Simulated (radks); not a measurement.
Values are calculated unless marked as measured or tabulated.
Q: Excited configurations of O2+: one electron is placed in a higher orbital outside [He] 2s2 2p1. The ground configuration is [He] 2s2 2p2. Level of theory: non-relativistic Kohn-Sham, r2SCAN, spin-unpolarised, spherical densities, point nucleus; meta-GGA in the generalised Kohn-Sham scheme (a radial shooting solver on a logarithmic mesh with Libxc functionals). Excitation = E - E(ground); binding = E(ion) - E, where the ion is the core of charge +3; n* = 3/sqrt(2 binding) in atomic units, and the quantum defect is n - n*.

| outer orbital | excitation (eV) | binding (eV) | n* | quantum defect | eigenvalue (eV) | <r> (bohr) |
|---|---|---|---|---|---|---|
| 5s | 47.351 | 6.315 | 4.404 | 0.596 | -5.491 | 9.756 |
| 5p | 47.973 | 5.693 | 4.638 | 0.362 | -4.941 | 10.46 |
| 5d | 48.580 | 5.087 | 4.906 | 0.094 | -4.319 | 11.01 |
| 6s | 49.445 | 4.221 | 5.386 | 0.614 | -3.684 | 14.65 |
| 6p | 49.789 | 3.877 | 5.620 | 0.380 | -3.383 | 15.61 |
| 6d | 50.121 | 3.545 | 5.877 | 0.123 | -3.042 | 16.37 |
| 6f | 50.280 | 3.386 | 6.013 | -0.013 | -2.887 | 16.18 |
| 7s | 50.646 | 3.021 | 6.367 | 0.633 | -2.644 | 20.53 |
| 7p | 50.855 | 2.811 | 6.600 | 0.400 | -2.462 | 21.75 |

Estimate the row for 4d.

A: excitation (eV) 45.782; binding (eV) 7.884; n* 3.941; quantum defect 0.059; eigenvalue (eV) -6.563; <r> (bohr) 6.662. The Delta-SCF ionisation energy is 53.666 eV (NIST Atomic Spectra Database: 54.936 eV, semi-empirical). Self-interaction in the functional shifts the binding energies and quantum defects, so they are the method's values and not measured ones. Spin polarisation and multiplet splitting are left out, so open shells lie too high by an amount that depends on their filling.

Beside tabulated values, note that spin-unpolarised runs miss the spin-polarisation part of the exchange energy of open shells.
